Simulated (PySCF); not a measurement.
Isomers of C7H9NO, one GFN2-xTB conformer each. Single-point energies are computed at PBE0/pcSseg-1 (PySCF, gas phase, no added dispersion term), electronic only.

Problem. Rank them by PBE0/pcSseg-1 energy, lowest first (kcal/mol).
A. `[CH3:1][CH2:2][O:3][c:4]1[cH:5][cH:6][cH:7][n:8][cH:9]1` with C1–C2–O3–C4 180°, C2–O3–C4–C5 180°
B. `[CH2:1]=[CH:2][C@@H:3]1[CH:4]=[CH:5][C@H:6]1[NH:7][CH:8]=[O:9]` with C1–C2–C3–C4 -137°, C5–C6–N7–C8 -134°, C6–N7–C8–O9 0°
C. `[N:1]#[C:2][CH2:3][C@@H:4]1[CH2:5][CH2:6][C@H:7]2[O:8][C@@H:9]12` with C2–C3–C4–C5 62°, C3–C4–C5–C6 -147°, C4–C5–C6–C7 24°, C5–C6–C7–O8 -78°, C6–C7–O8–C9 98°

Solution. A (0.0), C (24.3), B (35.6).

As drawn, the lowest has an aromatic ring, which the highest lacks; the highest has a four-membered ring, a C=O bond and an N–H bond, which the lowest lacks. GFN2-xTB itself gives, in the same order: 0.0, 22.8, 45.9. Both levels put the same isomer lowest; measured from each level's own lowest isomer, the values differ by up to 10.3 kcal/mol (C=C[C@@H]1C=C[C@H]1NC=O: 45.9 against 35.6).

Problem. Which frontier levels, dipoles and rotational constants go with these structures?

Solution. 
```
                      SMILES  HOMO (eV, PBE0/pcSseg-1)  LUMO (eV)  dipole (D)       A, B, C (MHz)
                 CCOc1cccnc1                     -6.81      -0.67        2.03  5045, 935.2, 796.9
N#CC[C@@H]1CC[C@H]2O[C@@H]12                     -7.83       0.58        2.65    3001, 1215, 1166
     C=C[C@@H]1C=C[C@H]1NC=O                     -7.20      -0.27        3.80   2379, 1155, 865.8
```
